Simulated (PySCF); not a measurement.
## A survey of ²⁹Si NMR shifts

- shieldings: GIAO PBE0/pcSseg-1
- geometry from GFN2-xTB
- program: PySCF 2.14.0 with density-fitted response routines
- equivalent nuclei averaged, one computed conformer, no relativistic terms, no solvent

Shieldings were converted by a linear fit to measured shifts: ²⁹Si (scatter 8.9 ppm rms, 25.8 ppm with the 6 outliers that the fit left out vs TMS, solution or neat liquid). Occasional misses reach two or three times the rms, and more in compound classes unlike the fitted ones.

(1) Give the ²⁹Si shifts of `F[C@](Cl)(C[SiH3])[SiH2]CCl`, `C[Si@@]1(P)C[C@H](O[SiH3])[SiH2]O1`, `N#CC1=C(C[SiH3])C[SiH2]1`, `CC[Si@@H](P)S[SiH3]`.

(2) Order these by ²⁹Si shift, lowest first.
A. N#C/C=C(\F)[SiH2]N
B. Cc1pccc(C=O)c1[SiH3]
C. CC(=O)c1cpccc1[SiH3]

Answers

(1) 
| compound | environment | δ (ppm) |
| --- | --- | --- |
| [F:1][C@:2]([Cl:3])([CH2:4][SiH3:5])[SiH2:6][CH2:7][Cl:8] | Si6: silicon bonded to 2 C, 2 H | -38.9 |
| [F:1][C@:2]([Cl:3])([CH2:4][SiH3:5])[SiH2:6][CH2:7][Cl:8] | Si5: silicon bonded to C, 3 H | -70.4 |
| [CH3:1][Si@@:2]1([PH2:3])[CH2:4][C@H:5]([O:6][SiH3:7])[SiH2:8][O:9]1 | Si2: silicon bonded to 2 C, O, P, in a 5-membered ring | 26.8 |
| [CH3:1][Si@@:2]1([PH2:3])[CH2:4][C@H:5]([O:6][SiH3:7])[SiH2:8][O:9]1 | Si8: silicon bonded to C, O, 2 H, in a 5-membered ring | -10.9 |
| [CH3:1][Si@@:2]1([PH2:3])[CH2:4][C@H:5]([O:6][SiH3:7])[SiH2:8][O:9]1 | Si7: silicon bonded to O, 3 H | -39.7 |
| [N:1]#[C:2][C:3]1=[C:4]([CH2:5][SiH3:6])[CH2:7][SiH2:8]1 | Si8: silicon bonded to 2 C, 2 H, in a 4-membered ring | -45.1 |
| [N:1]#[C:2][C:3]1=[C:4]([CH2:5][SiH3:6])[CH2:7][SiH2:8]1 | Si6: silicon bonded to C, 3 H | -63.5 |
| [CH3:1][CH2:2][Si@@H:3]([PH2:4])[S:5][SiH3:6] | Si3: silicon bonded to C, P, S, H | -2.5 |
| [CH3:1][CH2:2][Si@@H:3]([PH2:4])[S:5][SiH3:6] | Si6: silicon bonded to S, 3 H | -60.7 |

(2) B (-79.2 ppm, silicon bonded to C, 3 H), C (-67.4 ppm, silicon bonded to C, 3 H), A (-45.1 ppm, silicon bonded to C, N, 2 H).
